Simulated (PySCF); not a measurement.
Spin-rotation constants: `C=C[C@@H]1Cc2ccccc2[C@H](C)C1`, C13H16

Geometry:
| atom | x (Å) | y (Å) | z (Å) |
| --- | --- | --- | --- |
| C1 | 4.004 | 0.728 | -0.856 |
| C2 | 3.067 | 0.377 | 0.004 |
| C3 | 1.611 | 0.264 | -0.320 |
| C4 | 0.790 | 1.220 | 0.547 |
| C5 | -0.689 | 1.012 | 0.372 |
| C6 | -1.549 | 2.039 | 0.745 |
| C7 | -2.917 | 1.919 | 0.604 |
| C8 | -3.442 | 0.758 | 0.063 |
| C9 | -2.596 | -0.267 | -0.310 |
| C10 | -1.217 | -0.170 | -0.147 |
| C11 | -0.331 | -1.324 | -0.565 |
| C12 | -0.876 | -2.670 | -0.077 |
| C13 | 1.102 | -1.154 | -0.059 |
| H14 | 3.770 | 0.969 | -1.880 |
| H15 | 5.043 | 0.791 | -0.579 |
| H16 | 3.329 | 0.139 | 1.028 |
| H17 | 1.454 | 0.513 | -1.375 |
| H18 | 1.048 | 1.060 | 1.599 |
| H19 | 1.043 | 2.255 | 0.306 |
| H20 | -1.129 | 2.949 | 1.152 |
| H21 | -3.569 | 2.727 | 0.903 |
| H22 | -4.509 | 0.652 | -0.069 |
| H23 | -3.019 | -1.161 | -0.742 |
| H24 | -0.307 | -1.339 | -1.664 |
| H25 | -0.144 | -3.453 | -0.264 |
| H26 | -1.795 | -2.943 | -0.587 |
| H27 | -1.074 | -2.631 | 0.992 |
| H28 | 1.134 | -1.352 | 1.015 |
| H29 | 1.750 | -1.881 | -0.554 |

Computed with GIAO OPBE/STO-3G magnetisability, rotational g tensor and spin-rotation constants, non-relativistic, gas phase (PySCF 2.14.0). Geometry: GFN2-xTB.

Q: Give the nuclear spin-rotation constants along the inertial axes (H = +C I·J) beside the isotropic shieldings.

A: Rotational constants 1.4118, 0.5671, 0.4263 GHz. A star marks the isotopologue with that one atom substituted, in its own axes.
```csv
atom,isotope,Caa (kHz),Cbb (kHz),Ccc (kHz),mean (kHz),σ (ppm)
H14,1H,-0.142,-0.065,0.032,-0.058,27.9
H15,1H,0.069,-0.059,-0.035,-0.008,27.8
H16,1H,-0.137,-0.065,0.034,-0.056,27.5
H17,1H,-0.141,-0.064,0.010,-0.065,30.9
H18,1H,-0.137,-0.063,0.008,-0.064,30.8
H19,1H,-0.134,-0.002,-0.037,-0.058,30.6
H20,1H,-0.127,0.039,-0.037,-0.042,26.2
H21,1H,-0.014,-0.001,-0.041,-0.019,26.1
H22,1H,0.110,-0.053,-0.039,0.006,26.1
H23,1H,-0.126,0.037,-0.035,-0.041,26.1
H24,1H,-0.145,-0.054,0.005,-0.065,30.7
H25,1H,-0.058,-0.032,-0.046,-0.045,31.8
H26,1H,-0.055,-0.047,-0.032,-0.045,31.2
H27,1H,-0.147,-0.060,0.000,-0.069,32.1
H28,1H,-0.151,-0.064,0.007,-0.069,31.7
H29,1H,-0.067,-0.030,-0.042,-0.046,31.5
C1,13C*,0.332,0.038,0.112,0.161,134.6
C2,13C*,0.352,0.042,0.126,0.173,123.0
C3,13C*,0.141,0.054,0.040,0.078,195.0
C4,13C*,0.122,0.053,0.039,0.071,199.1
C5,13C*,0.432,0.143,0.022,0.199,125.5
C6,13C*,0.339,0.167,0.026,0.177,128.0
C7,13C*,0.381,0.150,0.021,0.184,130.6
C8,13C*,0.430,0.130,0.022,0.194,130.2
C9,13C*,0.347,0.165,0.024,0.179,128.8
C10,13C*,0.399,0.159,0.024,0.194,123.5
C11,13C*,0.125,0.057,0.037,0.073,197.9
C12,13C*,0.105,0.038,0.034,0.059,209.6
C13,13C*,0.131,0.048,0.038,0.072,200.3
```
For the geometry as given, no vibrational averaging.
